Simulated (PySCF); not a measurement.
**Core-level binding energies of GeH3(OSiMe3)**

GeH3(OSiMe3), C₃H₁₂GeOSi.
Z-matrix (Å and degrees, PBE0-D3(BJ)/def2-SVP geometry), rows numbered from 1:
```
Ge
H   1  1.5412
H   1  1.5366  2  111.17
H   1  1.5438  2  109.94  3  -123.03
O   1  1.7721  2  108.99  3   116.94
Si  5  1.6742  1  134.07  2    77.69
C   6  1.8788  5  109.58  1   -43.46
C   6  1.8700  5  106.62  1  -163.69
C   6  1.8764  5  109.11  1    76.85
H   7  1.1020  6  111.02  5  -178.48
H   7  1.1024  6  111.47  5    61.84
H   7  1.1016  6  111.13  5   -58.55
H   8  1.1010  6  111.02  5    61.63
H   8  1.1017  6  111.28  5  -177.95
H   8  1.1012  6  110.41  5   -57.99
H   9  1.1018  6  111.30  5   -62.30
H   9  1.1013  6  110.76  5    57.63
H   9  1.1020  6  111.24  5   177.63
```

Method: delta-SCF UKS SCAN, pcX-2 on the ionised atom, pcseg-1 elsewhere, spin-free X2C in PySCF. Binding energies are ΔSCF values: E(core-ionised, relaxed orbitals) − E(ground state) at a fixed geometry, referred to the vacuum level.

Problem. Give the core binding energies atom by atom.

Solution. 
| atom(s) | environment | level | binding energy (eV) | 2p1/2 (eV) | count |
| --- | --- | --- | --- | --- | --- |
| Si6 | silicon bonded to 3 C and O | Si 1s | 1846.29 | – | 1 |
| O5 | oxygen bonded to Ge and Si | O 1s | 536.83 | – | 1 |
| C7/C8/C9 | carbon bonded to Si and 3 H | C 1s | 289.88 | – | 3 |
| Si6 | silicon bonded to 3 C and O | Si 2p3/2 | 106.33 | 106.95 | 1 |

Problem. Which effective nuclear charge Zeff reproduces each element's mean 1s value in the hydrogen-like formula E = 13.606 eV × Zeff²?

Solution. C (Z = 6): mean 289.9 eV, Zeff = 4.62, Z − Zeff = 1.38; O (Z = 8): mean 536.8 eV, Zeff = 6.28, Z − Zeff = 1.72; Si (Z = 14): mean 1846.3 eV, Zeff = 11.65, Z − Zeff = 2.35. Means run over the listed sites, weighted by atom count.

Topologically equivalent atoms share the value of their first member; where this conformer doesn't relate them by symmetry, their own values could differ. The 2p values aren't plain energy differences: one relaxed spin-free 2p hole is combined with a matrix within the shell (ground-state 2p orbital-energy differences and spin–orbit coupling). 2p3/2, the mean of its two sublevels, lies a third of the splitting below the shell's mean and 2p1/2 two thirds above it; the statistical areas are 2:1. 2p1/2 minus 2p3/2 (ligand field included): Si 0.63 eV. No level of germanium is listed. Isolated species at its PBE0-D3(BJ)/def2-SVP geometry, gas phase.
